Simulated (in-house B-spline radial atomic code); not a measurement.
Ionisation energies along the 28-electron series, configuration [Ar] 3d10, as differences of self-consistent energies. Dirac energy differences include first-order Breit, QED and recoil terms. NIST's values go from ground level to ground level; the uncertainty of those that are theory runs from under 0.1 % in few-electron ions to several per cent in heavy many-electron ones. Computed with an all-electron radial atomic-structure program (B-spline basis): Dirac-Hartree-Fock, average of the configuration, finite nuclei.

```json
{"ion": "Ho39+", "configuration after": "[Ar] 3d9", "ionisation energy (eV)": "3034.7", "IE/(q+1)² (eV)": "1.8967", "Breit and QED recoil part (eV)": "-2.1761", "tabulated value (eV)": "3018", "computed minus tabulated (eV)": "17"}
{"ion": "Er40+", "configuration after": "[Ar] 3d9", "ionisation energy (eV)": "?", "IE/(q+1)² (eV)": "?", "Breit and QED recoil part (eV)": "?", "tabulated value (eV)": "?", "computed minus tabulated (eV)": "?"}
{"ion": "Tm41+", "configuration after": "[Ar] 3d9", "ionisation energy (eV)": "3317.3", "IE/(q+1)² (eV)": "1.8805", "Breit and QED recoil part (eV)": "-2.4912", "tabulated value (eV)": "3298", "computed minus tabulated (eV)": "19"}
{"ion": "Yb42+", "configuration after": "[Ar] 3d9", "ionisation energy (eV)": "3463.2", "IE/(q+1)² (eV)": "1.873", "Breit and QED recoil part (eV)": "-2.6593", "tabulated value (eV)": "3443", "computed minus tabulated (eV)": "20"}
{"ion": "Lu43+", "configuration after": "[Ar] 3d9", "ionisation energy (eV)": "3612.3", "IE/(q+1)² (eV)": "1.8659", "Breit and QED recoil part (eV)": "-2.8346", "tabulated value (eV)": "3590", "computed minus tabulated (eV)": "22"}
{"ion": "Hf44+", "configuration after": "[Ar] 3d9", "ionisation energy (eV)": "3764.5", "IE/(q+1)² (eV)": "1.859", "Breit and QED recoil part (eV)": "-3.0174", "tabulated value (eV)": "3741", "computed minus tabulated (eV)": "23"}
{"ion": "Ta45+", "configuration after": "[Ar] 3d9", "ionisation energy (eV)": "?", "IE/(q+1)² (eV)": "?", "Breit and QED recoil part (eV)": "?", "tabulated value (eV)": "?", "computed minus tabulated (eV)": "?"}
{"ion": "W46+", "configuration after": "[Ar] 3d9", "ionisation energy (eV)": "4078.2", "IE/(q+1)² (eV)": "1.8462", "Breit and QED recoil part (eV)": "-3.4057", "tabulated value (eV)": "4057", "computed minus tabulated (eV)": "21"}
{"ion": "Re47+", "configuration after": "[Ar] 3d9", "ionisation energy (eV)": "4239.7", "IE/(q+1)² (eV)": "1.8401", "Breit and QED recoil part (eV)": "-3.6117", "tabulated value (eV)": "4214", "computed minus tabulated (eV)": "26"}
{"ion": "Os48+", "configuration after": "[Ar] 3d9", "ionisation energy (eV)": "4404.4", "IE/(q+1)² (eV)": "1.8344", "Breit and QED recoil part (eV)": "-3.8256", "tabulated value (eV)": "4374", "computed minus tabulated (eV)": "30"}
{"ion": "Ir49+", "configuration after": "[Ar] 3d9", "ionisation energy (eV)": "?", "IE/(q+1)² (eV)": "?", "Breit and QED recoil part (eV)": "?", "tabulated value (eV)": "?", "computed minus tabulated (eV)": "?"}
{"ion": "Pt50+", "configuration after": "[Ar] 3d9", "ionisation energy (eV)": "4743.1", "IE/(q+1)² (eV)": "1.8236", "Breit and QED recoil part (eV)": "-4.2783", "tabulated value (eV)": "4715", "computed minus tabulated (eV)": "28"}
```

**Question.** Fill in the row of Er40+.

**Answer.** ionisation energy (eV): 3174.4; IE/(q+1)² (eV): 1.8884; Breit and QED recoil part (eV): -2.3302; tabulated value (eV): 3157; computed minus tabulated (eV): 17.

**Question.** Fill in the row of Ta45+.

**Answer.** ionisation energy (eV): 3919.8; IE/(q+1)² (eV): 1.8524; Breit and QED recoil part (eV): -3.2077; tabulated value (eV): 3898.7; computed minus tabulated (eV): 21.

**Question.** Fill in the row of Ir49+.

**Answer.** ionisation energy (eV): 4572.2; IE/(q+1)² (eV): 1.8289; Breit and QED recoil part (eV): -4.0478; tabulated value (eV): 4540; computed minus tabulated (eV): 32.

Where a p, d or f electron is removed, the computed value is a mean over both j, so it misses the tabulated one by a part of the spin-orbit splitting; averaging over terms and missing correlation add to the gap, relatively most at low charge.
